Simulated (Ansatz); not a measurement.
System: CH$_{5}$BO, charge 0, singlet. CH5BO (SMILES BOC).
B3LYP-D3(BJ)/def2-TZVP minimum from Ansatz (a first-principles code):
```xyz
8

B     -0.2957     0.0965     1.2734
H     -1.1833     0.5022     1.9585
H      0.6968    -0.4021     1.7257
O     -0.4472     0.2191    -0.0537
C      0.5349    -0.2233    -0.9864
H      1.3955    -0.6600    -0.4753
H      0.0815    -0.9656    -1.6435
H      0.8560     0.6297    -1.5845
```
Charge 0, spin multiplicity 1.

Atomisation energy term by term, kcal/mol (programs: Ansatz). UHF or UKS for unpaired electrons; spin-orbit terms are left out. Correlated methods leave the cores frozen. Rows without X2C or -DK are non-relativistic. CBS(X,Y): correlation extrapolated as X^-3, Hartree-Fock from the larger set. A bracket is a step between two methods taken in the basis named. '+ core + X2C': CCSD(T) terms for core correlation (cc-pwCVTZ) and scalar relativity (cc-pVTZ-DK). Where a partner has so few electrons that a lower coupled-cluster level is exact, that level stands in.

```csv
term,basis,kcal/mol
Hartree-Fock,cc-pVQZ,544.88
CCSD correlation,"CBS(cc-pVTZ,cc-pVQZ)",162.57
(T),"CBS(cc-pVTZ,cc-pVQZ)",9.24
CCSDT(Q) - CCSD(T),cc-pVDZ,0.46
core correlation,cc-pwCVTZ,2.65
scalar relativity,"X2C, cc-pVTZ-DK",-0.54
sum: De,,719.3
```
